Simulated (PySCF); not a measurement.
# Radial density of Se(2+) (selenium, charge +2)

UHF, [Ar] 3d10 4s1 4p2 5s1, high-spin 5P determinant (an excited configuration). Computed with PySCF 2.14 in x2c-TZVPPall with one added diffuse shell each of s, p, d type (7s6p5d1f, 57 functions), with scalar relativity by spin-free X2C-1e.

| r (bohr) | 4πr²ρ (e/bohr) | 4πr²(ρα − ρβ) |
| --- | --- | --- |
| 0.000664 | 0.2572 | 0.0003 |
| 0.00112 | 0.6340 | 0.0006 |
| 0.00188 | 1.557 | 0.0016 |
| 0.00316 | 3.717 | 0.0037 |
| 0.00532 | 8.379 | 0.0082 |
| 0.00894 | 17.23 | 0.0165 |
| 0.0150 | 30.35 | 0.0278 |
| 0.0253 | 41.19 | 0.0348 |
| 0.0426 | 39.05 | 0.0366 |
| 0.0716 | 34.61 | 0.0873 |
| 0.120 | 48.06 | 0.1630 |
| 0.203 | 38.15 | -0.0135 |
| 0.341 | 27.54 | 0.2688 |
| 0.573 | 29.96 | 0.1523 |
| 0.964 | 8.443 | 0.6498 |
| 1.62 | 2.564 | 2.1845 |
| 2.73 | 0.7916 | 0.7907 |
| 4.59 | 0.2374 | 0.2373 |
| 7.71 | 0.01036 | 0.0104 |

Densities and radii are taken from the X2C orbitals without a picture-change correction, which distorts them close to the nucleus.

⟨L²⟩ = 3.33 against 2 for a pure P term, so this real determinant mixes terms. The outer electron is Rydberg-like, and this basis confines it to a smaller radius and binds it less than a complete one would.

(1) Where is the radial spin density 4πr²(ρα − ρβ) most negative, and why is it negative at all?

Answers

(1) Around r = 0.203 bohr, down to -0.0135 e/bohr: exchange with the open shell polarises the paired shells in an unrestricted calculation.
